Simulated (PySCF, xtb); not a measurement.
Zr(Cl)3(OH) (Cl3HOZr), SMILES [OH][Zr]([Cl])([Cl])[Cl], multiplicity 1. Other conformers were not sampled.

Harmonic wavenumbers (cm⁻¹) from GFN2-xTB (xtb) at its own minimum, in rising order: 66, 67, 99, 99, 105, 281, 282, 353, 390, 391, 646, 3627.

Problem. What does PBE0-D3(BJ)/def2-SVP in PySCF give at its own minimum? (An estimate is asked for; the answer gives what the named calculation found.)

Solution. 95, 95, 109, 145, 145, 328, 328, 381, 423, 423, 778, 3996. Paired by order, the mean absolute difference is 70 cm⁻¹ and the zero-point energies are 9.2 and 10.4 kcal/mol.
